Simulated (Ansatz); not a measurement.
Relaxation of CH₇NOSSi (12 atoms, charge 0, multiplicity 1), to a largest force component of 0.02 eV/Å in at most 50 steps.

These are results of Ansatz 0.2.0, RKS B3LYP-D4/def2-SVP, not measurements.

```xyz
12
Properties=species:S:1:pos:R:3
C -1.869 1.048 -0.402
S -1.269 -0.527 0.053
Si 0.784 -0.302 -0.231
N 1.562 -1.670 0.479
O 1.373 0.901 0.722
H -1.668 1.343 -1.454
H -2.979 1.083 -0.313
H -1.484 1.893 0.233
H 1.234 -0.151 -1.580
H 1.283 -2.467 -0.103
H 0.945 -1.869 1.351
H 2.165 0.663 1.281
```

Task: Where does it end, and by what steps?

Result: The forces met the threshold. After 16 steps the energy has fallen by 0.667 eV; H12 moved furthest, 0.72 Å.

| step | energy less start (eV) | largest force component (eV/Å) | accepted |
| --- | --- | --- | --- |
| 0 | 0.0000 | 2.831 | yes |
| 1 | -0.4415 | 1.549 | yes |
| 2 | -0.5632 | 0.580 | yes |
| 3 | -0.6030 | 0.495 | yes |
| 4 | -0.6064 | 0.538 | yes |
| 5 | -0.6245 | 0.422 | yes |
| 6 | -0.6526 | 0.184 | yes |
| 7 | -0.6569 | 0.222 | yes |
| 8 | -0.6583 | 0.275 | yes |
| 9 | -0.6619 | 0.099 | yes |
| 10 | -0.6638 | 0.148 | yes |
| 11 | -0.6650 | 0.107 | yes |
| 12 | -0.6654 | 0.079 | yes |
| 13 | -0.6660 | 0.033 | yes |
| 14 | -0.6662 | 0.028 | yes |
| 15 | -0.6666 | 0.042 | yes |
| 16 | -0.6667 | 0.017 | yes |

```xyz
12
Properties=species:S:1:pos:R:3
C -1.875 1.216 -0.373
S -1.400 -0.555 -0.214
Si 0.737 -0.444 -0.159
N 1.348 -1.882 0.551
O 1.042 0.946 0.718
H -1.700 1.582 -1.395
H -2.950 1.277 -0.152
H -1.313 1.826 0.345
H 1.396 -0.357 -1.495
H 1.885 -2.551 0.009
H 0.935 -2.298 1.379
H 1.972 1.185 0.821
```

Time of the run: 49 s on 2 threads of Arm Neoverse V2 (shared host), peak memory 0.26 GiB.
